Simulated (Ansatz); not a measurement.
Start from `Cl[C]1=[CH][AlH]1` and change one element to get `ClC1=CB1`.

Ansatz, PBE0-D4/def2-TZVP geometries, multiplicity 1. 

```csv
property,`Cl[C]1=[CH][AlH]1`
HOMO–LUMO gap (ωB97M-V/def2-TZVPP) / eV,9.69
HOMO energy (B3LYP/def2-TZVPP) / eV,-6.84
size of the dipole moment (B3LYP/def2-TZVPP) / D,2.45
LUMO energy (PBE0/def2-TZVPP) / eV,-1.05
HOMO energy (PBE/def2-TZVPP) / eV,-5.87
size of the dipole moment (ωB97M-V/def2-TZVPP) / D,2.54
```

**Question.** What does the change do to each property? (Best estimate.)

**Answer.** The calculation gave: 
```csv
property,`ClC1=CB1`,shift
HOMO–LUMO gap (ωB97M-V/def2-TZVPP) / eV,12.08,2.39
HOMO energy (B3LYP/def2-TZVPP) / eV,-7.89,-1.05
size of the dipole moment (B3LYP/def2-TZVPP) / D,0.96,-1.49
LUMO energy (PBE0/def2-TZVPP) / eV,-0.48,0.57
HOMO energy (PBE/def2-TZVPP) / eV,-6.78,-0.91
size of the dipole moment (ωB97M-V/def2-TZVPP) / D,0.97,-1.57
```

With PBE0 the HOMO falls by 1.07 eV and the LUMO rises by 0.57 eV, so the gap widens by about 1.64 eV. PBE moves the HOMO by -0.91 eV and ωB97M-V by -1.18 eV. Dipoles are sizes alone; their direction can turn.

B3LYP here is the variant with VWN-RPA as its local correlation; programs differ in this.
